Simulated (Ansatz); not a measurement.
Worked example: C4H3F3 + C3H6 → C4H4F2 + C3H5F

Gas-phase species: C4H3F3 `FC1=CC(F)(F)C1`, singlet; C3H6 (propene) `C=CC`, singlet; C4H4F2 `FC1(F)C=CC1`, singlet; C3H5F `C/C=C/F`, singlet. The partners trade F for H; both sit on C, so the bond types are kept.

Shapes, held fixed at every level: PBE0-D4/def2-TZVP. Programs: Ansatz 0.2.0. The zero-point and thermal change to 298 K, harmonic and unscaled (PBE0-D4/def2-TZVP), is +0.5 kJ/mol.

At CCSD(T)/CBS estimate; 1 Eh = 2625.50 kJ/mol:

| species | energy (Eh) |
| --- | --- |
| C4H3F3 | -453.327232 |
| C3H6 | -117.746103 |
| C4H4F2 | -354.141754 |
| C3H5F | -216.928090 |

Task: Work out ΔH(298 K) of the reaction at this level.

Result: 
1. Products less reactants: (-354.141754) + (-216.928090) − [(-453.327232) + (-117.746103)] = 0.003491 Eh = +9.2 kJ/mol.
2. With the thermal change: +9.2 + (+0.5) = +9.7 kJ/mol.

Other levels give +8.9 (HF/def2-SVP) to +14.7 kJ/mol (r2SCAN0-D4/def2-TZVPP). No measured value is set beside it here. The CBS estimate extrapolates MP2 from def2-TZVPP and def2-QZVPP and adds CCSD(T) − MP2 in the triple-zeta set, cores frozen.
